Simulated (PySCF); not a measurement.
C₆H₁₁P₂ (charge -1).
Numbering: `[PH2:1][CH2:2][P-:3][C:4]1=[CH:5][CH2:6][CH2:7][CH2:8]1` (hydrogens: H9, H10 on P1; H11, H12 on C2; H13 on C5; H14, H15 on C6; H16, H17 on C7; H18, H19 on C8)

Geometry (PBE0-D3(BJ)/def2-SVP, Å), atoms numbered from 1 in this order:
```
atom  x, y, z in Å
P1     3.0392   -0.1661   -1.0065
C2     2.1941   -1.2787    0.2462
P3     1.1472   -0.5148    1.5992
C4    -0.2950   -0.0930    0.6539
C5    -0.6790   -0.2739   -0.6516
C6    -2.0346    0.3070   -0.9481
C7    -2.6282    0.4867    0.4567
C8    -1.4052    0.6780    1.3583
H9     1.9099    0.6526   -1.3207
H10    3.5572    0.7897   -0.0739
H11    1.6202   -2.0131   -0.3525
H12    3.0114   -1.8535    0.7174
H13   -0.0642   -0.7419   -1.4252
H14   -2.6737   -0.3353   -1.5869
H15   -1.9856    1.2887   -1.4758
H16   -3.3592    1.3122    0.5258
H17   -3.1506   -0.4415    0.7464
H18   -1.5700    0.3314    2.3930
H19   -1.1247    1.7468    1.4266
```

All values: PBE0/pcSseg-1 (PySCF, non-relativistic), on one gas-phase PBE0-D3(BJ)/def2-SVP geometry that isn't relaxed in the solvent. The solvent is an IEF-PCM continuum (van der Waals radii × 1.2). Specific hydrogen bonds and non-electrostatic terms are outside this model.

```json
{"run": "gas", "E − E(gas) (kcal/mol)": "0.00", "HOMO (eV)": "0.48", "HOMO–LUMO gap (eV)": "4.14"}
{"run": "P", "E − E(gas) (kcal/mol)": "-25.05", "HOMO (eV)": "-1.60", "HOMO–LUMO gap (eV)": "4.36"}
{"run": "Q", "E − E(gas) (kcal/mol)": "-52.15", "HOMO (eV)": "-3.75", "HOMO–LUMO gap (eV)": "4.72"}
```

The runs were made in acetonitrile and cyclohexane. Which run belongs to which solvent?

P = cyclohexane, Q = acetonitrile. The dielectric constants are 2.017 (cyclohexane), 35.69 (acetonitrile), and the energy falls further as ε rises. In this model the ground state sees the solvent through ε alone.

How constant is the ratio of the lowering to 1 − 1/ε?

```
     solvent  1 − 1/ε  E − E(gas) (kcal/mol)  ratio (kcal/mol)  polarisation term (kcal/mol)
 cyclohexane    0.504                 -25.05             -49.7                        -25.57
acetonitrile    0.972                 -52.15             -53.7                        -56.02
```

The ratio changes by +8.0 % in size from cyclohexane to acetonitrile. The polarisation term is half the interaction of the solute with the induced surface charges.
